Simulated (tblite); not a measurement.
F₄V (SMILES [F][V+]([F])([F])[F]), charge +1, singlet, at a GFN2-xTB geometry (such geometries of metal compounds can be far from the true shape) (the multiplicity is a formal guess); tblite with GFN1-xTB with ALPB(water).

Input for tblite:
```
$ tblite run mol.xyz --method gfn1 --charge 1 --spin 0 --alpb water --json tblite.json --no-restart

# file mol.xyz
5

V     -0.00000000    -0.00000000    -0.00000000
F      1.05787016     0.73619422    -0.92212232
F      0.75522470    -0.97142821     0.99867095
F     -0.99429019    -0.84029363    -0.90370040
F     -0.81880467     1.07552761     0.82715177
```

Task: Write the output that tblite gives for this input, abridged.

Result: 
```
xTB calculator
 | screened Coulomb repulsion
 | Coulomb electrostatics
 |  * isotropic Klopman-Ohno-Mataga-Nishimoto electrostatics
 |  * onsite third-order electrostatics
 | DFT-D3(BJ) dispersion correction
 | Interactions (3)
 | [1] alpb/gbsa reaction field model
 | [2] cds contribution to solvation
 | [3] empirical free energy shift and standard state/solvent correction

halogen bonding energy    0.0000000000000E+00 Eh
repulsion energy          4.4056190138351E-02 Eh
dispersion energy        -9.1807801997426E-04 Eh
interaction energy        3.8041106197342E-03 Eh
number of electrons       3.2000000000000E+01 e
integral cutoff           3.8389275533346E+01 bohr

------------------------------------------------------------
  cycle        total energy    energy error   density error
------------------------------------------------------------
      1     -16.08275831067  -1.6129701E+01   1.2648230E+00
      2     -28.06258863911  -1.1979830E+01   3.3309653E+00
      3     -19.21635047470   8.8462382E+00   8.5888646E-01
      4     -21.24283225037  -2.0264818E+00   2.5581339E-01
      5     -20.80754720217   4.3528505E-01   3.7624411E-01
      6     -21.33480908695  -5.2726188E-01   7.8457569E-02
      7     -21.33491623785  -1.0715090E-04   7.8181264E-02
      8     -21.33990442267  -4.9881848E-03   6.4160762E-02
      9     -21.34969526212  -9.7908395E-03   1.0463783E-02
     10     -21.34986348175  -1.6821963E-04   9.1145390E-04
     11     -21.34986378315  -3.0139627E-07   3.3251446E-04
     12     -21.34986390140  -1.1825017E-07   1.8976734E-05
------------------------------------------------------------

electronic energy        -2.1396806124133E+01 Eh
total energy             -2.1349863901395E+01 Eh

Post processing:
 | Mayer-Wiberg bond orders

[Info] JSON dump of results written to 'tblite.json'
```
